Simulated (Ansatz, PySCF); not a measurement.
System: C2H6GeI, charge 0, multiplicity 2. SMILES: [CH3][Ge]([I])[CH3]
Geometry: optimised at B3LYP-D3(BJ)/def2-TZVP (Ansatz, a first-principles code).

Property: size of the dipole moment, in D. Conventions: dispersion terms only where a functional's name holds one; def2 sets with scalar-relativistic core potentials past Kr; LANL2DZ with its own core potentials from Na on; no spin-orbit coupling; six Cartesian d functions in 6-31G* and its kin unless marked 5d; open shells spin-unrestricted; STO-3G and 3-21G all-electron and non-relativistic. First-principles rows: single points at B3LYP-D3(BJ) geometries (Ansatz).

| level | program | size of the dipole moment (D) |
|---|---|---|
| SVWN5/6-31G* with LANL2DZ past Ar | Ansatz | 3.16 |
| PBE/STO-3G | Ansatz | 2.29 |
| PBE/3-21G | Ansatz | 2.95 |
| PBE/LANL2DZ | Ansatz | 3.14 |
| PBE/def2-SVP | Ansatz | 2.60 |
| PBE/6-31G* with LANL2DZ past Ar | Ansatz | 3.18 |
| BLYP/6-31G* with LANL2DZ past Ar | Ansatz | 3.11 |
| BP86/def2-SVP | PySCF | 2.65 |
| BP86/6-31G* with LANL2DZ past Ar (5d) | PySCF | 3.19 |
| B3LYP/STO-3G | Ansatz | 2.46 |
| B3LYP/3-21G | Ansatz | 3.03 |
| B3LYP/LANL2DZ | Ansatz | 3.23 |
| B3LYP/6-31G* with LANL2DZ past Ar | Ansatz | 3.27 |
| PBE0/6-31G* with LANL2DZ past Ar | Ansatz | 3.38 |

No value to compare with is used here. The 14 habitual levels span 2.29 (PBE/STO-3G) to 3.38 D (PBE0/6-31G* with LANL2DZ past Ar).

The levels are drawn from those run, B3LYP/6-31G* more often than the rest, none by its result; left out are runs that failed, that the program found above a lower state of the same kind, or whose <S^2> lies over 0.5 above the pure value.
